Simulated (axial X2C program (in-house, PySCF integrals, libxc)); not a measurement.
AlSe⁻: cheaper levels and CCSD(T), 2c

Computed with an in-house all-electron X2C program for linear molecules (integrals from PySCF). Two-component (2c) means X2C with spin–orbit coupling and atomic mean-field two-electron Coulomb and Gaunt terms. Basis: Se dyall-acv3z [9s10p7d5f1g], Al dyall-av3z [9s9p3d2f] (cores contracted in-house); Gaussian nuclei, density fitting, unrestricted open shells. Masses: Se 79.917 u, Al 26.982 u.

State: Ω = 0 (closed shell); fragments Se- + Al.

```json
{"level": "PBE0", "Re (Å)": "2.232", "ωe (cm⁻¹)": "442.6", "De (eV)": "4.22"}
{"level": "HF", "Re (Å)": "2.226", "ωe (cm⁻¹)": "460.4", "De (eV)": "2.95"}
{"level": "MP2", "Re (Å)": "2.240", "ωe (cm⁻¹)": "445.7", "De (eV)": "4.33"}
{"level": "CCSD", "Re (Å)": "2.238", "ωe (cm⁻¹)": "448.4", "De (eV)": "4.02"}
{"level": "M06", "Re (Å)": "2.228", "ωe (cm⁻¹)": "442.1", "De (eV)": "4.08"}
```

Correlated methods: 10 electrons correlated (number of frozen shells: Se 3 s, 2 p, 1 d; Al 2 s, 1 p), 248 virtual spin orbitals or spinors in MP2, 90 natural virtuals in coupled cluster.

CCSD(T), same Hamiltonian and basis:

Re = 2.246 Å, ωe = 439.4 cm⁻¹, De = 4.18 eV; T1 = 0.019 (Lee–Taylor normalisation).

(1) Give the differences from CCSD(T) in the columns below.

The state is a single determinant with fixed occupations, the lowest that a limited PBE0 search found. Closed shells are restricted here (equal orbitals for both partners); the stretched side of such a curve lies too high. De is counted from the lowest determinant-based energies of the atoms at the same level, without counterpoise correction. CCSD and (T) use frozen natural virtuals with an MP2 correction for the truncation; (T) itself is uncorrected, so its De runs slightly low. In 2c an atomic determinant is not the ground J level, so De misses part of the atomic spin–orbit lowering. This holds for PBE0, M06. The functionals have no current-density term, which raises determinants with orbital currents, atoms included. Hartree–Fock gets electron affinities wrong, so its lowest charge split need not be the true one.

Answers

(1) 

```tsv
level	ΔRe (Å)	Δωe (cm⁻¹)	ΔDe (eV)
PBE0	-0.014	3	0.04
HF	-0.020	21	-1.23
MP2	-0.006	6	0.15
CCSD	-0.008	9	-0.16
M06	-0.018	3	-0.10
```
